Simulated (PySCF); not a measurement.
# Electronic structure of V⁺ (vanadium, charge +1) at the UHF level

Configuration: [Ar] 3d4, high-spin 5D determinant. All numbers are calculated (PySCF 2.14, the non-relativistic Hamiltonian (point nucleus), in cc-pVDZ).

```json
{
  "Total energy": "-942.672782 hartree",
  "One-electron energy": "-1292.6558 hartree",
  "Hartree (Coulomb) energy": "394.3331 hartree",
  "Exchange energy": "-44.3501 hartree",
  "Kinetic energy": "942.97343 hartree",
  "⟨S²⟩": "6.0012",
  "⟨L²⟩": "6.020",
  "Sum of ⟨r⟩": "16.37 bohr",
  "Sum of ⟨r²⟩": "21.67 bohr²",
  "Traceless quadrupole moment −½Σ⟨3z² − r²⟩ along its main axis": "-0.881 e·bohr²",
  "Density at the nucleus (Gaussians lack the cusp)": "8110 bohr⁻³",
  "Spin density at the nucleus": "-0.301 bohr⁻³",
  "Langevin diamagnetic susceptibility": "-17.2 ×10⁻⁶ cm³/mol",
  "Time after the integrals": "0.21 s of wall time on 1 thread of AMD EPYC 7R43 64-Core Processor (shared host)"
}
```

```tsv
shell	electrons	mean orbital energy (hartree)	spread (hartree)	rms radius, mean of both spins (bohr)
1s α	1	-201.55813	0	0.0776
1s β	1	-201.55800	0	0.0776
2s α	1	-23.93932	0	0.335
2s β	1	-23.87204	0	0.335
2p α	3	-20.09261	0.00192	0.304
2p β	3	-20.02489	0.02133	0.304
3s α	1	-3.36705	0	1.04
3s β	1	-3.11681	0	1.04
3p α	3	-2.25513	0.03823	1.13
3p β	3	-1.94324	0.06114	1.13
3d α	4	-0.58269	0.05492	1.67
```
